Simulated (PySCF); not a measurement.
H$_{4}$Cl$_{3}$NSi$_{2}$ (SMILES N[SiH2][Si](Cl)(Cl)Cl), singlet, geometry from GFN2-xTB, with bond 3-1 at 2.4 times its length; CASSCF(8,6)/STO-3G run with PySCF.

Here is a job for PySCF.
```python
from pyscf import gto, scf, mcscf
import numpy

mol = gto.Mole()
mol.atom = '''
    Si    0.317248    0.033231   -0.036812
    Cl    0.862087   -0.710477    1.785856
    Cl    0.427189    4.907480    0.477753
    Cl    1.839199   -0.430628   -1.309052
    Si   -1.752124   -0.764560   -0.774459
    N    -3.086084   -0.395332    0.242130
    H    -2.082893   -0.159713   -2.065189
    H    -1.723309   -2.225933   -0.841670
    H    -3.179481   -0.854237    1.134226
    H    -3.417289    0.553751    0.310822
'''
mol.basis = 'sto-3g'
mol.charge = 0
mol.spin = 0
mol.verbose = 4
mol.build()

mf = scf.RHF(mol)
mf.kernel()
mc = mcscf.CASSCF(mf, 6, 8)
mc.fix_spin_(ss=0.0)
mc.kernel()
occ = numpy.linalg.eigvalsh(mc.fcisolver.make_rdm1(mc.ci, mc.ncas, mc.nelecas))[::-1]
ss = mc.fcisolver.spin_square(mc.ci, mc.ncas, mc.nelecas)[0]
print('natural occupations', occ.round(4), ' <S^2>', round(ss, 4))
```

Output, abridged:

```
PySCF version 2.14.0

[INPUT] verbose = 4
[INPUT] num. atoms = 10
[INPUT] num. electrons = 90
[INPUT] charge = 0
[INPUT] spin (= nelec alpha-beta = 2S) = 0
[INPUT] symmetry False subgroup None
[INPUT] Mole.unit = angstrom
[INPUT] Symbol           X                Y                Z      unit          X                Y                Z       unit  Magmom
[...]
nuclear repulsion = 522.589475757946
number of shells = 32
number of NR pGTOs = 162
number of NR cGTOs = 54
basis = sto-3g
ecp = {}

******** <class 'pyscf.scf.hf.RHF'> ********
method = RHF
initial guess = minao
damping factor = 0
level_shift factor = 0
DIIS = <class 'pyscf.scf.diis.CDIIS'>
diis_start_cycle = 1
diis_space = 8
diis_damp = 0
SCF conv_tol = 1e-09
SCF conv_tol_grad = None
SCF max_cycles = 50
direct_scf = True
direct_scf_tol = 1e-13
Set gradient conv threshold to 3.16228e-05
Initial guess from minao.
init E= -1989.89493491334
[...]
cycle= 1 E= -1990.7739935103  delta_E= -0.879  |g|= 0.496  |ddm|= 3.59

WARN: HOMO -0.0594932909261922 == LUMO -0.0593736834407856

cycle= 2 E= -1990.41917849778  delta_E= 0.355  |g|= 0.498  |ddm|=  3.7
[...]
cycle= 3 E= -1990.88428369187  delta_E= -0.465  |g|= 0.197  |ddm|=  3.6
[...]
cycle= 4 E= -1990.89833262317  delta_E= -0.014  |g|= 0.108  |ddm|= 0.221
[...]
cycle= 5 E= -1990.90454477612  delta_E= -0.00621  |g|= 0.0437  |ddm|= 0.225
[...]
cycle= 6 E= -1990.49958626154  delta_E= 0.405  |g|= 0.393  |ddm|= 3.55
[...]
cycle= 7 E= -1990.61269409213  delta_E= -0.113  |g|= 0.45  |ddm|= 0.794
[...]
cycle= 8 E= -1990.53831467064  delta_E= 0.0744  |g|= 0.427  |ddm|= 0.451
[...]
cycle= 9 E= -1990.49138219886  delta_E= 0.0469  |g|= 0.408  |ddm|= 2.13
[...]
cycle= 10 E= -1990.56960186051  delta_E= -0.0782  |g|= 0.437  |ddm|= 0.932
[...]
cycle= 11 E= -1990.91160216736  delta_E= -0.342  |g|= 0.181  |ddm|= 2.49
[...]
cycle= 12 E= -1990.9372778674  delta_E= -0.0257  |g|= 0.0401  |ddm|= 0.748
[...]
cycle= 13 E= -1990.93170865903  delta_E= 0.00557  |g|= 0.0967  |ddm|= 0.375
[...]
cycle= 14 E= -1990.90444313187  delta_E= 0.0273  |g|= 0.187  |ddm|= 0.514
[...]
cycle= 15 E= -1990.93177696212  delta_E= -0.0273  |g|= 0.0825  |ddm|= 0.453
[...]
cycle= 16 E= -1990.93818612883  delta_E= -0.00641  |g|= 0.0124  |ddm|= 0.438
[...]
cycle= 17 E= -1990.93839643659  delta_E= -0.00021  |g|= 0.00194  |ddm|= 0.0649
[...]
cycle= 18 E= -1990.93839867302  delta_E= -2.24e-06  |g|= 0.00305  |ddm|= 0.0214
[...]
cycle= 19 E= -1990.93841379979  delta_E= -1.51e-05  |g|= 0.000818  |ddm|= 0.0214
[...]
[...]
converged SCF energy = -1990.93850059097
CASCI E = -1991.06486871889  S^2 = 0.0000000
[...]
macro iter  40 (  6 JK    1 micro), CASSCF E = -1991.08763740056  dE = -6.59332045e-07  S^2 = 0.0000000
               |grad[o]|=0.000119  |grad[c]|=0.000407  |ddm|=0.000161  |maxRot[o]|=0.012
macro iter  41 ( 18 JK    4 micro), CASSCF E = -1991.08764556206  dE = -8.16149645e-06  S^2 = 0.0000000
               |grad[o]|=0.000327  |grad[c]|=0.00302  |ddm|=0.00259  |maxRot[o]|=0.104
macro iter  42 ( 12 JK    3 micro), CASSCF E = -1991.08768104451  dE = -3.54824517e-05  S^2 = 0.0000000
               |grad[o]|=0.0022  |grad[c]|=0.00433  |ddm|=0.00362  |maxRot[o]|=0.135
macro iter  43 ( 12 JK    3 micro), CASSCF E = -1991.08773102308  dE = -4.99785724e-05  S^2 = 0.0000000
               |grad[o]|=0.00264  |grad[c]|=0.0199  |ddm|=0.00696  |maxRot[o]|=0.138
macro iter  44 ( 21 JK    4 micro), CASSCF E = -1991.08774836265  dE = -1.73395663e-05  S^2 = 0.0000000
               |grad[o]|=0.00223  |grad[c]|=0.00324  |ddm|=0.00132  |maxRot[o]|=0.0967
macro iter  45 ( 12 JK    3 micro), CASSCF E = -1991.08781086808  dE = -6.25054340e-05  S^2 = 0.0000000
               |grad[o]|=0.00273  |grad[c]|=0.00587  |ddm|=0.00375  |maxRot[o]|=0.0958
macro iter  46 (  7 JK    2 micro), CASSCF E = -1991.08787387580  dE = -6.30077150e-05  S^2 = 0.0000000
               |grad[o]|=0.00152  |grad[c]|=0.00219  |ddm|=0.00134  |maxRot[o]|=0.0676
macro iter  47 (  7 JK    2 micro), CASSCF E = -1991.08792918791  dE = -5.53121140e-05  S^2 = 0.0000000
               |grad[o]|=0.00216  |grad[c]|=0.00361  |ddm|=0.00131  |maxRot[o]|=0.0697
macro iter  48 (  7 JK    2 micro), CASSCF E = -1991.08798190370  dE = -5.27157906e-05  S^2 = 0.0000000
               |grad[o]|=0.00239  |grad[c]|=0.00313  |ddm|=0.00119  |maxRot[o]|=0.0698
macro iter  49 (  7 JK    2 micro), CASSCF E = -1991.08803075679  dE = -4.88530873e-05  S^2 = 0.0000000
               |grad[o]|=0.00234  |grad[c]|=0.00216  |ddm|=0.00106  |maxRot[o]|=0.0698
macro iter  50 (  7 JK    2 micro), CASSCF E = -1991.08807404075  dE = -4.32839620e-05  S^2 = 0.0000000
               |grad[o]|=0.002  |grad[c]|=0.000953  |ddm|=0.00091  |maxRot[o]|=0.0699
1-step CASSCF not converged,  50 macro (559 JK 134 micro) steps
CASSCF canonicalization
Density matrix diagonal elements [1.96745247 1.99886355 1.00075573 1.77975432 1.22980338 0.02337055]
CASSCF energy = -1991.08807404075
CASCI E = -1991.08807404075  E(CI) = -9.69722527579302  S^2 = 0.0000000
natural occupations [1.9995 1.9989 1.9825 1.0002 0.9994 0.0196]  <S^2> 0.0
```

Convergence was not reached.
